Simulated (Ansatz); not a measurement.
`BC(C)(F)[SiH3]` and `BC(F)[SiH3]` differ in one atom or group.

Ansatz, PBE0-D4/def2-TZVP geometries, multiplicity 1. 

```tsv
property	`BC(C)(F)[SiH3]`
ideal-gas entropy at 298 K and 1 bar (rigid rotor, harmonic PBE0-D4/def2-TZVP) / J/(mol·K)	347
HOMO energy (PBE0/def2-TZVPP) / eV	-7.84
HOMO–LUMO gap (B3LYP/def2-TZVPP) / eV	6.10
HOMO–LUMO gap (PBE/def2-TZVPP) / eV	4.28
zero-point energy (PBE0-D4/def2-TZVP) / kJ/mol	243.1
HOMO energy (B3LYP/def2-TZVPP) / eV	-7.64
```

Q: What does the change do to each property? (Estimate.)

A: The calculation gave: 
| property | `BC(F)[SiH3]` | shift |
| --- | --- | --- |
| ideal-gas entropy at 298 K and 1 bar (rigid rotor, harmonic PBE0-D4/def2-TZVP) / J/(mol·K) | 323 | -24 |
| HOMO energy (PBE0/def2-TZVPP) / eV | -8.42 | -0.58 |
| HOMO–LUMO gap (B3LYP/def2-TZVPP) / eV | 6.44 | 0.34 |
| HOMO–LUMO gap (PBE/def2-TZVPP) / eV | 4.51 | 0.23 |
| zero-point energy (PBE0-D4/def2-TZVP) / kJ/mol | 169.5 | -73.6 |
| HOMO energy (B3LYP/def2-TZVPP) / eV | -8.20 | -0.56 |

With PBE0 the HOMO falls by 0.58 eV and the LUMO falls by 0.21 eV, so the gap widens by about 0.37 eV. PBE moves the HOMO by -0.46 eV and ωB97M-V by -0.63 eV. The zero-point energy changes by -73.6 kJ/mol with -9 modes.

B3LYP here is the variant with VWN-RPA as its local correlation; programs differ in this.
